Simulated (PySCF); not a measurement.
C4H12Ta, neutral, multiplicity 2. Atoms are numbered in the order given.

```xyz
17

Ta     0.0000     0.0000     0.0000
C      1.2243    -1.2243     1.2956
C      1.2243     1.2243    -1.2956
C     -1.2243     1.2243     1.2956
C     -1.2243    -1.2243    -1.2956
H      1.9204    -0.6547     1.9407
H      0.6547    -1.9204     1.9407
H      1.8430    -1.8430     0.6125
H      1.9204     0.6547    -1.9407
H      1.8430     1.8430    -0.6125
H      0.6547     1.9204    -1.9407
H     -1.9204     0.6547     1.9407
H     -1.8430     1.8430     0.6125
H     -0.6547     1.9204     1.9407
H     -0.6547    -1.9204    -1.9407
H     -1.9204    -0.6547    -1.9407
H     -1.8430    -1.8430    -0.6125
```
Charge 0, spin multiplicity 2.

Geometry: B3LYP-D3(BJ)/def2-SVP. A frequency run showed that this geometry is not a minimum. The spin state was assumed, not searched. The def2 effective core potentials stand for the cores of Ta; spin–orbit coupling is left out.

Computed with PySCF with PBE/def2-TZVP.

Isolated molecule, no solvent.

Computed frontier levels, dipole moment and polarisability:
* **α spin, highest occupied and lowest empty level**: -2.98 and -2.57 eV
* **β spin, highest occupied and lowest empty level**: -6.25 and -2.13 eV
* **dipole moment**: 0.00 D
* **quadrupole, principal values (traceless, Buckingham form, about the centre of nuclear charge)**: -0.64, 0.32, 0.32 D·Å
* **mean static polarisability**: 104.0 bohr³ (15.41 Å³)
* **polarisability, principal values**: 103.1, 104.5, 104.5 bohr³
* **⟨S²⟩**: 0.755 (pure state 0.75)
